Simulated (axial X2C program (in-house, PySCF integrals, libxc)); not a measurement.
Potential curves of WP⁺, two-component

Calculated with an axial X2C code built on PySCF integrals. Two-component (2c) means X2C with spin–orbit coupling and atomic mean-field two-electron Coulomb and Gaunt terms. Basis: W dyall-cv3z [13s14p9d7f4g], P dyall-v3z [8s7p2d1f] (cores contracted in-house); Gaussian nuclei, density fitting, unrestricted open shells. Masses: W 183.951 u, P 30.974 u.

State: Ω = 1 (⟨Sz⟩ = -0.98, ⟨Lz⟩ = 1.98 at PBE0). Energies in eV from the lowest point of each curve. Fits are polynomials in 1 − R0/R over 0.85 to 1.23 times the lowest point R0.

```tsv
R (Å)	PBE0
1.9128	0.6012
1.9759	0.2216
2.0389	0.0385
2.1020	0.0000
2.1756	0.0773
2.2491	0.2332
2.3437	0.4918
```

One determinant describes the state; a PBE0 search over occupations chose it and may have missed a lower one. Density functionals use the spin component along the axis (collinear). Other states lie close and PBE0, whose exact exchange favours high spin, may order them wrongly; the determinant shown need not be the ground state. The nearest other 2c determinant of the search, Ω = 1, lies 0.51 eV up at the distance of the search. Without a current term, density functionals place determinants with orbital angular momentum somewhat too high. With several unpaired electrons one determinant need not be a pure state. The determinant is spin-polarised beyond a pure state at some levels (its spin-free form has ⟨S²⟩ too high), which makes Re and μ there less reliable.

(1) What are Re and ωe at the PBE0 level?

Answers

(1) At PBE0, 2c: Re = 2.091 Å, ωe ≈ 521 cm⁻¹; Be follows as 0.145 cm⁻¹.
